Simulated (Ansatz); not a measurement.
Two structures of CH₆OSn, singlet, reached by relaxing down either side of one saddle point (PBE0-D4/def2-TZVP). Energies are electronic, without zero-point energy. Computed with Ansatz 0.2.0 (basis: def2-TZVPP and def2-QZVPP); correlated methods freeze the cores. Filled d shells of the heavier atoms are correlated. Core potentials replace the inner electrons of the atoms past krypton. The def2 sets are not built for correlating such inner shells, so the correlated values are less sure here. Extrapolation: Hartree–Fock as exp(−7.88 √X), correlation as X^−2.97. First:

Sn1  (-0.041, 0.331, 0.698)
O2  (1.825, 0.761, 0.217)
C3  (-0.712, -0.751, -1.002)
H4  (-0.599, -0.129, -1.889)
H5  (-0.878, 1.805, 0.953)
H6  (-0.017, -0.594, 2.141)
H7  (2.292, 1.260, 0.890)
H8  (-1.760, -1.032, -0.891)
H9  (-0.110, -1.651, -1.117)
(Å)

Second:

| atom | x (Å) | y (Å) | z (Å) |
| --- | --- | --- | --- |
| Sn1 | -0.6477 | 0.0341 | 0.9123 |
| O2 | 1.4203 | 1.0607 | -0.2226 |
| C3 | -0.9155 | -0.8764 | -0.8198 |
| H4 | 1.0918 | 0.4786 | -0.9347 |
| H5 | -1.2091 | 1.5931 | 1.2859 |
| H6 | 0.3311 | -0.5975 | 2.1562 |
| H7 | 2.3071 | 0.7572 | -0.0018 |
| H8 | -1.6918 | -0.5159 | -1.4852 |
| H9 | -0.6862 | -1.9339 | -0.8904 |

(1) Which bonds change from the first to the second?

(2) Give the saddle point's structure and its height above each. (Judge from chemistry; the value comes from the calculation.)

The T1 diagnostic stays at or below 0.017. The restricted Hartree–Fock reference is unstable towards an unrestricted one at one or more of these structures.

Answers

(1) CH₆OSn ([CH3][SnH2][OH]) → CH₄Sn ([CH2][SnH2]) + H₂O; bonds formed: O2–H4; bonds broken: Sn1–O2, C3–H4.

(2) The calculation gives: 2.462 eV above the first and 0.170 eV above the second (CCSD(T) at an estimated basis limit (MP2 extrapolated from triple and quadruple zeta, plus CCSD(T) − MP2 in triple zeta)).
```xyz
9
angstrom
Sn -0.5233 0.1266 0.9217
O 1.2298 0.9283 -0.2449
C -0.6584 -0.7486 -0.9205
H 0.7394 0.2178 -0.9072
H -1.1922 1.6268 1.3796
H 0.3392 -0.5496 2.2367
H 2.1400 0.6747 -0.0550
H -1.5235 -0.4427 -1.5079
H -0.5510 -1.8332 -0.9027
```

Labels in which every atom is bracketed show which atoms are joined, not bond orders.

For scale, one of the runs: CCSD(T)/def2-TZVPP, 196 basis functions, launched by `ansatz run in.yaml --threads 4 --pin off --events-out ev --progress --plain --max-ram 9574MiB`. Hardware: 4 CPU threads of an Arm Neoverse V2, shared host. Wall time 64 s; peak host memory 2.6 GiB.
